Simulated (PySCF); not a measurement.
Cl$_{2}$OTa, sextet, at a GFN2-xTB geometry of the parent state (such geometries of metal compounds can be far from the true shape) (the multiplicity is a formal guess) (core potentials on Ta); PBE0/def2-SV(P) (PySCF).

Input for PySCF:
```python
from pyscf import gto, scf, dft

mol = gto.Mole()
mol.atom = '''
    Ta   -0.165742   -0.147869   -0.030046
    O    -1.421975   -1.268636   -0.257780
    Cl   -0.337427    1.938970   -0.715802
    Cl    1.718306   -0.706999    0.966132
'''
mol.basis = 'def2-sv(p)'
mol.ecp = {'Ta': 'def2-sv(p)'}
mol.charge = 0
mol.spin = 5
mol.verbose = 4
mol.build()

mf = dft.ROKS(mol)
mf.xc = 'pbe0'
mf.kernel()
```

What the program printed (banner, timings and long lists left out):

```
PySCF version 2.14.0

[INPUT] verbose = 4
[INPUT] num. atoms = 4
[INPUT] num. electrons = 55
[INPUT] charge = 0
[INPUT] spin (= nelec alpha-beta = 2S) = 5
[INPUT] symmetry False subgroup None
[INPUT] Mole.unit = angstrom
[INPUT] Symbol           X                Y                Z      unit          X                Y                Z       unit  Magmom
[...]
nuclear repulsion = 221.468002508854
number of shells = 33
number of NR pGTOs = 146
number of NR cGTOs = 75
basis = def2-sv(p)
ecp = {'Ta': 'def2-sv(p)'}

******** <class 'pyscf.dft.roks.ROKS'> ********
method = ROKS
initial guess = minao
damping factor = 0
level_shift factor = 0
DIIS = <class 'pyscf.scf.diis.CDIIS'>
diis_start_cycle = 1
diis_space = 8
diis_damp = 0
SCF conv_tol = 1e-09
SCF conv_tol_grad = None
SCF max_cycles = 50
direct_scf = True
direct_scf_tol = 1e-13
num. doubly occ = 25  num. singly occ = 5
XC library pyscf.dft.libxc version 7.1.2
    S. Lehtola, C. Steigemann, M. J. T. Oliveira, and M. A. L. Marques,  SoftwareX 7, 1–5 (2018)
XC functionals = pbe0
    C. Adamo and V. Barone,  J. Chem. Phys. 110, 6158 (1999)
    M. Ernzerhof and G. E. Scuseria,  J. Chem. Phys. 110, 5029 (1999)
radial grids:
    Treutler-Ahlrichs [JCP 102, 346 (1995); DOI:10.1063/1.469408] (M4) radial grids

becke partition: Becke, JCP 88, 2547 (1988); DOI:10.1063/1.454033
pruning grids: <function nwchem_prune>
grids dens level: 3
symmetrized grids: False
atomic radii adjust function: <function treutler_atomic_radii_adjust>
small_rho_cutoff = 0
Set gradient conv threshold to 3.16228e-05
tot grids = 75856
init E= -1039.36773603646
[...]
cycle= 1 E= -1050.51656388657  delta_E= -11.1  |g|= 1.72  |ddm|=  5.7
[...]
cycle= 2 E= -1043.01679190805  delta_E=  7.5  |g|= 3.86  |ddm|= 8.53

WARN: HOMO 0.0785440941179614 >= LUMO -0.403441880214962

cycle= 3 E= -1049.58383673056  delta_E= -6.57  |g|=  1.7  |ddm|= 7.43

WARN: HOMO 0.000673064957237846 >= LUMO -0.424430745609659

cycle= 4 E= -1049.41470249468  delta_E= 0.169  |g|= 1.87  |ddm|= 6.05

WARN: HOMO -0.0164917831050289 >= LUMO -0.419470380936574

cycle= 5 E= -1050.46781677722  delta_E= -1.05  |g|= 1.35  |ddm|= 5.21

WARN: HOMO 0.0270534495137787 >= LUMO -0.0410453818837914

cycle= 6 E= -1051.37227897599  delta_E= -0.904  |g|= 0.747  |ddm|= 5.34

WARN: HOMO -0.0578814272417312 >= LUMO -0.0898871776461429

cycle= 7 E= -1051.26987637571  delta_E= 0.102  |g|= 0.919  |ddm|= 5.21

WARN: HOMO -0.0493632401580844 >= LUMO -0.0708715364116493

[...]
[...]
cycle= 22 E= -1051.587529214  delta_E= 0.00185  |g|= 0.0495  |ddm|= 0.113
[...]
cycle= 23 E= -1051.58733818209  delta_E= 0.000191  |g|= 0.0407  |ddm|= 0.0537
[...]
cycle= 24 E= -1051.58488093823  delta_E= 0.00246  |g|= 0.0407  |ddm|= 0.289
[...]
cycle= 25 E= -1051.585543354  delta_E= -0.000662  |g|= 0.0433  |ddm|= 0.108
[...]
cycle= 26 E= -1051.58604963024  delta_E= -0.000506  |g|= 0.0353  |ddm|= 0.0351
[...]
cycle= 27 E= -1051.58709262307  delta_E= -0.00104  |g|= 0.0261  |ddm|= 0.0993
[...]
cycle= 28 E= -1051.58471321715  delta_E= 0.00238  |g|= 0.0141  |ddm|= 0.581
[...]
cycle= 29 E= -1051.58499815032  delta_E= -0.000285  |g|= 0.0049  |ddm|= 0.105
[...]
cycle= 30 E= -1051.58514466405  delta_E= -0.000147  |g|= 0.0115  |ddm|= 0.0596
[...]
cycle= 31 E= -1051.58494777626  delta_E= 0.000197  |g|= 0.00684  |ddm|= 0.0946
[...]
cycle= 32 E= -1051.58505486767  delta_E= -0.000107  |g|= 0.0105  |ddm|= 0.131
[...]
cycle= 33 E= -1051.58505380824  delta_E= 1.06e-06  |g|= 0.0101  |ddm|= 0.0355
[...]
cycle= 34 E= -1051.5850016557  delta_E= 5.22e-05  |g|= 0.00939  |ddm|= 0.0951
[...]
cycle= 35 E= -1051.58500260668  delta_E= -9.51e-07  |g|= 0.00653  |ddm|= 0.165
[...]
cycle= 36 E= -1051.58497261906  delta_E= 3e-05  |g|= 0.00628  |ddm|= 0.358
[...]
cycle= 37 E= -1051.58503155025  delta_E= -5.89e-05  |g|= 0.0068  |ddm|= 0.0296
[...]
cycle= 38 E= -1051.58475583576  delta_E= 0.000276  |g|= 0.00521  |ddm|= 0.111
[...]
cycle= 39 E= -1051.58473795474  delta_E= 1.79e-05  |g|= 0.00465  |ddm|= 0.038
[...]
cycle= 40 E= -1051.58465390994  delta_E= 8.4e-05  |g|= 0.00582  |ddm|= 0.0818
[...]
cycle= 41 E= -1051.58463780347  delta_E= 1.61e-05  |g|= 0.00711  |ddm|= 0.0488
[...]
cycle= 42 E= -1051.58464563053  delta_E= -7.83e-06  |g|= 0.00722  |ddm|= 0.0358
[...]
cycle= 43 E= -1051.58463497474  delta_E= 1.07e-05  |g|= 0.00384  |ddm|= 0.0346
[...]
cycle= 44 E= -1051.58462882138  delta_E= 6.15e-06  |g|= 0.00431  |ddm|= 0.0187
[...]
cycle= 45 E= -1051.58462864483  delta_E= 1.77e-07  |g|= 0.00402  |ddm|= 0.00357
[...]
cycle= 46 E= -1051.58463847406  delta_E= -9.83e-06  |g|= 0.00391  |ddm|= 0.0237
[...]
cycle= 47 E= -1051.584544445  delta_E= 9.4e-05  |g|= 0.0134  |ddm|= 0.097
[...]
cycle= 48 E= -1051.58496808482  delta_E= -0.000424  |g|= 0.0122  |ddm|= 0.219
[...]
cycle= 49 E= -1051.5844996003  delta_E= 0.000468  |g|= 0.0121  |ddm|= 0.204
[...]
cycle= 50 E= -1051.58451051373  delta_E= -1.09e-05  |g|= 0.0113  |ddm|= 0.0242
SCF not converged.
SCF energy = -1051.58451051373
```

Convergence was not reached.
